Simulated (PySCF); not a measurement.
SiBrCl₃, SMILES Br[Si](Cl)(Cl)Cl. Coordinates come from a PBE-D3(BJ)/def2-SVP optimisation.

Computed equilibrium geometry at PBE-D3(BJ)/def2-SVP (PySCF confirms it by a frequency run) as bond lengths and angles, and its point group:
point group C3v.
Atoms: Cl1 Si2 Cl3 Cl4 Br5. Bonded distances (Å): Cl1–Si2 2.054, Si2–Cl3 2.054, Si2–Cl4 2.054, Si2–Br5 2.212. Bond angles (°): Cl1–Si2–Cl3 109.2, Cl1–Si2–Cl4 109.2, Cl1–Si2–Br5 109.7, Cl3–Si2–Cl4 109.2, Cl3–Si2–Br5 109.7, Cl4–Si2–Br5 109.7.
Charge 0, spin multiplicity 1.
